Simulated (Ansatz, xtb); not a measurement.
Two isomers of C3H11FSSi2

Structure a is `C[C@@H](CF)[SiH2]S[SiH3]`, a singlet and structure b is `CC(C)(F)[SiH2]S[SiH3]`, a singlet. Both are isolated molecules in the gas phase, relaxed with PBE0-D3(BJ)/def2-SVP, each in the lowest conformer that the search found.

Task: Which of the two would you expect CCSD(T)/def2-SVP + ΔMP2/def2-TZVPP electronic energies to favour?

Result: Too close to call at this level: CCSD(T)/def2-SVP + ΔMP2/def2-TZVPP gives E(b) − E(a) = −3.34 kJ/mol.

How the difference moves with the method:

| level | geometry | E(b) − E(a) (kJ/mol) | departure from the last row (kJ/mol) | job, with rough time for the two |
| --- | --- | --- | --- | --- |
| PBE0-D3(BJ)/def2-SVP | PBE0-D3(BJ)/def2-SVP | −3.00 | +0.33 | optimisation, 4.9 min |
| HF/def2-SVP | PBE0-D3(BJ)/def2-SVP | +0.76 | +4.10 | part of the CCSD(T) run |
| MP2/def2-SVP | PBE0-D3(BJ)/def2-SVP | −1.60 | +1.74 | part of the CCSD(T) run |
| CCSD(T)/def2-SVP | PBE0-D3(BJ)/def2-SVP | −3.12 | +0.22 | single point |
| CCSD(T)/def2-SVP + ΔMP2/def2-TZVPP | PBE0-D3(BJ)/def2-SVP | −3.34 |  | single point, 89 s |

As drawn, both hold the same kinds of bond in the same numbers. Structure a has 1 methyl group, b 2.

The largest departure from CCSD(T)/def2-SVP + ΔMP2/def2-TZVPP is that of HF/def2-SVP, 4.10 kJ/mol. Levels run at GFN2-xTB geometries aren't shown. The last row adds to CCSD(T) the change of the MP2 difference between the two basis sets, here −0.22 kJ/mol.

With thermal terms from frequencies at re-optimised GFN2-xTB minima (ideal gas, soft modes damped towards free rotors, one conformer each, 298.15 K, 1 atm): the zero-point term adds −2.60 kJ/mol; ΔH is −5.41 and ΔG −5.05 kJ/mol.

The correlated steps freeze 19 core orbitals. Mirror images aren't counted in ΔG. Codes used: Ansatz 0.2.0, xtb 6.7.1; the last row on 2 threads of Intel(R) Xeon(R) 6975P-C (Granite Rapids) on a shared host.
